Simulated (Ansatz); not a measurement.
Ansatz (a first-principles code) input (X2C-CCSD(T)/cc-pVTZ-DK):

Ansatz 0.2 input:
```yaml
crystal:
  periodic: [false, false, false]
  atoms:
    - {symbol: Si, position_ang: [0.07863028, -0.41269391, -0.13256943]}
    - {symbol: N, position_ang: [1.22125498, 0.84714389, -0.55939128]}
    - {symbol: N, position_ang: [-1.26692684, 0.10858401, 0.78435615]}
    - {symbol: H, position_ang: [0.80923567, -1.42137847, 0.67667307]}
    - {symbol: H, position_ang: [-0.43867144, -0.99257845, -1.39836368]}
    - {symbol: H, position_ang: [2.01487416, 0.50305321, -1.10777150]}
    - {symbol: H, position_ang: [-1.16176211, 0.35442172, 1.75624500]}
    - {symbol: H, position_ang: [-2.00479714, 0.64410148, 0.35443501]}
basis:
  gaussian:
    orbitals: cc-pVTZ-DK
magnetization: {spin_polarized: true, initial_magnetization: 1}
correlation: {method: ccsd_t, electrons: outside_noble_gas}
```

Output:

```
Functional definition: HF
integrals: 0.75 GiB planned
938 factors; integrals over basis functions are off by at most 1.2e-3 eV
0.86 GiB of device memory are held for the factors and their scratch space
mean field: 0.57 GiB planned
mean field evaluation 1: about -10919.4207 eV, gradient 2.9e1 eV
mean field evaluation 2: about -10919.4335 eV, gradient 2.9e1 eV
mean field evaluation 4: about -10924.2122 eV, gradient 3.3e0 eV
mean field evaluation 8: about -10924.3901 eV, gradient 2.4e-1 eV
mean field evaluation 16: about -10924.3579 eV, gradient 9.2e-1 eV
mean field evaluation 32: about -10923.2549 eV, gradient 4.5e-4 eV
mean field evaluation 64: about -10923.2549 eV, gradient 3.9e-3 eV
mean field evaluation 96: about -10924.3909 eV, gradient 2.1e-1 eV
mean field -10924.39125194 eV, -401.4639736903 hartree, gradient 2.9e-6 eV, S^2 0.758913; 5 other end points of the search recorded, 0 dependent functions left out
determinant -10924.39125194 eV, -401.4639736903 hartree, with singles and doubles -10939.54564796 eV, -402.0208874722 hartree
determinant -10923.25491367 eV, -401.4222140293 hartree, with singles and doubles -10938.42314793 eV, -401.9796363570 hartree
7 core orbitals not correlated
reference -10924.39125194 eV, -401.4639736903 hartree; 10, 9 occupied and 147, 148 virtual orbitals, 938 factors
second order -13.94176256 eV of doubles, -0.00000000 eV of singles
coupled cluster: 4.34 GiB planned
cycle   1  -14.94765690 eV  change    -1.1e0 eV  update   2.4e-2
cycle   2  -14.97667029 eV  change   -2.9e-2 eV  update   5.6e-3
cycle   3  -14.97733117 eV  change   -6.6e-4 eV  update   2.8e-3
cycle   4  -14.97824050 eV  change   -9.1e-4 eV  update   1.2e-3
cycle   5  -14.97900784 eV  change   -7.7e-4 eV  update   6.0e-4
cycle   6  -14.97918620 eV  change   -1.8e-4 eV  update   2.7e-4
cycle   7  -14.97927781 eV  change   -9.2e-5 eV  update   1.1e-4
cycle   8  -14.97932168 eV  change   -4.4e-5 eV  update   4.3e-5
cycle   9  -14.97930758 eV  change    1.4e-5 eV  update   1.6e-5
perturbative correction -0.52353325 eV, -0.0192394921 hartree
Total energy: -10939.89409277 eV, -402.0336925828 hartree
Relativity: scalar
```

It need not be the lowest isomer of its formula.
